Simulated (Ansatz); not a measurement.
Cost and result for the atomization energy of C₃H₄OSi, SMILES `C=C=C1O[SiH2]1` (9 atoms, 9 bonds).

| atom | x (Å) | y (Å) | z (Å) |
| --- | --- | --- | --- |
| C1 | -0.711 | 0.567 | 2.110 |
| C2 | -0.331 | 0.146 | 0.937 |
| C3 | 0.058 | -0.211 | -0.238 |
| O4 | 0.102 | -1.484 | -0.878 |
| Si5 | 0.677 | -0.278 | -1.901 |
| H6 | -0.021 | 0.610 | 2.948 |
| H7 | -1.734 | 0.881 | 2.296 |
| H8 | -0.162 | 0.063 | -3.068 |
| H9 | 2.123 | -0.294 | -2.204 |

The species carries charge 0 and has multiplicity 1. All single points use the PBE0-D4/def2-TZVP geometry. Program: Ansatz. All runs use 2 threads of an Arm Neoverse V2 on a shared host. Times are those of one run each, without the atoms' runs, and a repeat can differ threefold. Electronic energies, without spin–orbit coupling; frozen cores. CCSD(T)/CBS adds CCSD(T) − MP2 in def2-TZVPP to the MP2 limit, and its time is that of the two runs behind it. T1 = 0.016; the RHF reference is unstable towards UHF. B3LYP takes the VWN-RPA correlation (the form of Gaussian; ORCA's B3LYP/G). HSE06 is the plane-wave form, built on full-range PBE exchange.

CCSD(T)/CBS is a level of theory with its own doubt, some kJ/mol a heavy atom from the limit and from the frozen cores, so smaller differences don't rank the functionals.

| level | functions | wall time |
| --- | --- | --- |
| BLYP-D4/def2-TZVPP | 222 | 2 s |
| BHLYP-D4/def2-TZVPP | 222 | 3 s |
| HSE06-D4/def2-TZVPP | 222 | 3.2 s |
| CAM-B3LYP-D4/def2-TZVPP | 222 | 3.2 s |
| CCSD(T)/def2-SVP | 94 | 3.8 s |
| B3LYP-D4/def2-TZVPP (with forces) | 222 | 4.5 s |
| r2SCANh-D4/def2-TZVPP | 222 | 5.5 s |
| B2PLYP/def2-TZVPP | 222 | 5.5 s |
| ωB97X-V/def2-TZVPP | 222 | 8.5 s |
| B97M-V/def2-TZVPP | 222 | 11 s |
| MP2/def2-QZVPP | 418 | 24 s |
| CCSD(T)/def2-TZVPP | 222 | 96 s |
| CCSD(T)/CBS(def2) | – | 2 min |

Q: What atomization energy does each give, and how far from CCSD(T)/CBS? (An estimate is asked.)

A: Computed: 
```json
{"level": "BLYP-D4/def2-TZVPP", "atomization (kcal/mol)": "880.8", "difference from CCSD(T)/CBS": "10.1", "per bond": "1.1"}
{"level": "BHLYP-D4/def2-TZVPP", "atomization (kcal/mol)": "836.9", "difference from CCSD(T)/CBS": "-33.8", "per bond": "-3.8"}
{"level": "HSE06-D4/def2-TZVPP", "atomization (kcal/mol)": "880.6", "difference from CCSD(T)/CBS": "9.9", "per bond": "1.1"}
{"level": "CAM-B3LYP-D4/def2-TZVPP", "atomization (kcal/mol)": "875.3", "difference from CCSD(T)/CBS": "4.6", "per bond": "0.5"}
{"level": "CCSD(T)/def2-SVP", "atomization (kcal/mol)": "818.5", "difference from CCSD(T)/CBS": "-52.2", "per bond": "-5.8"}
{"level": "B3LYP-D4/def2-TZVPP (with forces)", "atomization (kcal/mol)": "874.2", "difference from CCSD(T)/CBS": "3.5", "per bond": "0.4"}
{"level": "r2SCANh-D4/def2-TZVPP", "atomization (kcal/mol)": "871.9", "difference from CCSD(T)/CBS": "1.2", "per bond": "0.1"}
{"level": "B2PLYP/def2-TZVPP", "atomization (kcal/mol)": "865.5", "difference from CCSD(T)/CBS": "-5.2", "per bond": "-0.6"}
{"level": "ωB97X-V/def2-TZVPP", "atomization (kcal/mol)": "873.7", "difference from CCSD(T)/CBS": "3.0", "per bond": "0.3"}
{"level": "B97M-V/def2-TZVPP", "atomization (kcal/mol)": "879.4", "difference from CCSD(T)/CBS": "8.7", "per bond": "1.0"}
{"level": "MP2/def2-QZVPP", "atomization (kcal/mol)": "884.5", "difference from CCSD(T)/CBS": "13.8", "per bond": "1.5"}
{"level": "CCSD(T)/def2-TZVPP", "atomization (kcal/mol)": "845.3", "difference from CCSD(T)/CBS": "-25.4", "per bond": "-2.8"}
{"level": "CCSD(T)/CBS(def2)", "atomization (kcal/mol)": "870.7", "difference from CCSD(T)/CBS": "0.0", "per bond": "0.0"}
```

The D4 term adds +6.6 kcal/mol with B3LYP and +3.5 kcal/mol with PBE0; it sums over pairs of atoms, weighted by their polarisabilities, and B3LYP, whose exchange is more repulsive, gets the larger term. At CCSD(T), def2-SVP lies −52.2 kcal/mol from the extrapolated value and def2-TZVPP −25.4 kcal/mol: correlation converges slowly with the basis, and small sets miss more of it in the bonded molecule than in its fragments. From r2SCAN to r2SCAN0 (25 % exact exchange), in def2-TZVPP and without D4, the atomization energy moves by −22.4 kcal/mol: exact exchange takes away binding that semilocal exchange gives to molecules.
